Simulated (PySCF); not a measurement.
A calculated (r2SCAN, PySCF 2.14, x2c-TZVPall, the spin-free X2C one-electron Hamiltonian (Gaussian nucleus)) atom or ion has these occupied shells.

| shell | electrons | orbital energy (eV) | rms radius, mean of both spins (bohr) |
| --- | --- | --- | --- |
| 1s β | 1 | -18841.6 | 0.0415 |
| 1s α | 1 | -18841.6 | 0.0415 |
| 2s α | 1 | -2663.3 | 0.171 |
| 2s β | 1 | -2662.8 | 0.171 |
| 2p α | 3 | -2378.2 | 0.152 |
| 2p β | 3 | -2377.9 | 0.152 |
| 3s α | 1 | -464.19 | 0.473 |
| 3s β | 1 | -464.04 | 0.473 |
| 3p α | 3 | -370.02 | 0.480 |
| 3p β | 3 | -369.83 | 0.480 |
| 3d α | 5 | -216.31 | 0.475 |
| 3d β | 5 | -215.96 | 0.475 |
| 4s α | 1 | -78.049 | 1.23 |
| 4s β | 1 | -76.102 | 1.23 |
| 4p α | 3 | -53.571 | 1.38 |
| 4p β | 3 | -51.237 | 1.38 |
| 4d α | 3 | -20.482 | 1.99 |

Task: Name the element and its charge.

Result: Nb²⁺ (niobium, charge +2), in [Kr] 4d3, high-spin 4F determinant.
